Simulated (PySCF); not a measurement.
Simulated outer-valence photoelectron spectrum of `C=CB[AsH2]`. Computed with EOM-IP-CCSD/aug-cc-pVDZ in PySCF, restricted Hartree–Fock reference, 12 core orbitals frozen, non-relativistic, gas phase, PBE0-D3(BJ)/def2-SVP geometry.

Each root has a Gaussian of 0.6 eV full width with its one-hole share as area; cross sections and vibrations are left out, and the highest printed point is 100.

```json
{"ionisation energy (eV)": "8.4", "intensity": "1"}
{"ionisation energy (eV)": "8.6", "intensity": "9"}
{"ionisation energy (eV)": "8.8", "intensity": "32"}
{"ionisation energy (eV)": "9.0", "intensity": "62"}
{"ionisation energy (eV)": "9.2", "intensity": "66"}
{"ionisation energy (eV)": "9.4", "intensity": "37"}
{"ionisation energy (eV)": "9.6", "intensity": "11"}
{"ionisation energy (eV)": "9.8", "intensity": "2"}
{"ionisation energy (eV)": "10.0", "intensity": "1"}
{"ionisation energy (eV)": "10.2", "intensity": "4"}
{"ionisation energy (eV)": "10.4", "intensity": "18"}
{"ionisation energy (eV)": "10.6", "intensity": "49"}
{"ionisation energy (eV)": "10.8", "intensity": "81"}
{"ionisation energy (eV)": "11.0", "intensity": "93"}
{"ionisation energy (eV)": "11.2", "intensity": "98"}
{"ionisation energy (eV)": "11.4", "intensity": "100"}
{"ionisation energy (eV)": "11.6", "intensity": "94"}
{"ionisation energy (eV)": "11.8", "intensity": "72"}
{"ionisation energy (eV)": "12.0", "intensity": "36"}
{"ionisation energy (eV)": "12.2", "intensity": "15"}
{"ionisation energy (eV)": "12.4", "intensity": "24"}
{"ionisation energy (eV)": "12.6", "intensity": "53"}
{"ionisation energy (eV)": "12.8", "intensity": "68"}
{"ionisation energy (eV)": "13.0", "intensity": "47"}
{"ionisation energy (eV)": "13.2", "intensity": "19"}
{"ionisation energy (eV)": "13.4", "intensity": "10"}
{"ionisation energy (eV)": "13.6", "intensity": "27"}
{"ionisation energy (eV)": "13.8", "intensity": "57"}
{"ionisation energy (eV)": "14.0", "intensity": "67"}
{"ionisation energy (eV)": "14.2", "intensity": "42"}
{"ionisation energy (eV)": "14.4", "intensity": "14"}
{"ionisation energy (eV)": "14.6", "intensity": "3"}
{"ionisation energy (eV)": "14.8", "intensity": "1"}
{"ionisation energy (eV)": "15.0", "intensity": "5"}
{"ionisation energy (eV)": "15.2", "intensity": "22"}
{"ionisation energy (eV)": "15.4", "intensity": "52"}
{"ionisation energy (eV)": "15.6", "intensity": "69"}
{"ionisation energy (eV)": "15.8", "intensity": "61"}
{"ionisation energy (eV)": "16.0", "intensity": "58"}
{"ionisation energy (eV)": "16.2", "intensity": "65"}
{"ionisation energy (eV)": "16.4", "intensity": "50"}
{"ionisation energy (eV)": "16.6", "intensity": "22"}
{"ionisation energy (eV)": "16.8", "intensity": "5"}
{"ionisation energy (eV)": "17.0", "intensity": "1"}
```

Question: Where are the maxima, and how many lines lie under the curve?

Answer: 6 maxima, at 9.1, 11.4, 12.8, 14.0, 15.6 and 16.2 eV, from 8 lines. At this width some lines have no maximum of their own.

Question: List the lines with their holes.

Answer: 
```csv
E (eV),leading hole (HF orbital),area,Koopmans (eV)
9.12,HOMO,0.96,9.34
10.82,HOMO-1,0.95,10.89
11.28,HOMO-2,0.95,11.86
11.70,HOMO-3,0.94,12.76
12.78,HOMO-4,0.94,13.68
13.95,HOMO-5,0.94,15.23
15.58,HOMO-6,0.92,17.18
16.23,HOMO-7,0.86,18.05
```

The widest gap, 1.70 eV, lies between 9.12 and 10.82 eV. Only orbitals with −ε under 21 eV, eight at most, were ionised, so the high end of the curve may lack lines.

Shape of the structure used: `[CH2:1]=[CH:2][BH:3][AsH2:4]`: C1–C2–B3–As4 5°, H–As4–B3–C2 45°, H–As4–B3–C2 141°.

One conformer stands for the species.
